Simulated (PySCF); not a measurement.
A GIAO shielding run with PySCF 2.14 (density fitting, non-relativistic, gas phase) on `[SiH3]S/C([SiH3])=C\S[SiH2]Cl`, C₂H₉ClS₂Si₃:

```
$ OMP_NUM_THREADS=1 python probes_run.py task.json out

{"job": {"kind": "nmr", "xc": "PBE0", "basis": "pcSseg-1"}, "charge": 0, "multiplicity": 1}
Si    -0.744689     2.411123    -0.005847
S     -0.053156     0.697974    -1.105923
C     -0.605225    -0.582158     0.013428
Si    -2.148558    -1.485064    -0.591817
C      0.051151    -0.889283     1.124018
S      1.533750    -0.178681     1.768354
Si     2.916952    -0.233549     0.105847
Cl     2.509223    -1.802800    -1.071372
H     -2.151172     2.173812     0.295978
H      0.043192     2.561380     1.208481
H     -0.525836     3.477088    -0.968840
H     -3.226852    -0.497620    -0.673414
H     -1.859618    -2.030786    -1.914186
H     -2.467847    -2.531597     0.377089
H     -0.345259    -1.642591     1.788987
H      2.896945     1.014948    -0.632844
H      4.170000    -0.450164     0.808840
```

Hardware: 1 thread of an Arm Neoverse N1, shared host. The job also computes population analyses, field gradients.

(1) How large is the calculation?

(2) How long does it take, and how much memory does it need?

Results:

(1) 112 electrons, 223 basis functions and 1302 auxiliary functions.

(2) 110 s of wall time, with 14 SCF cycles and 5 response iterations; peak memory 1.1 GiB. Times on a shared host scatter by some tens of per cent.
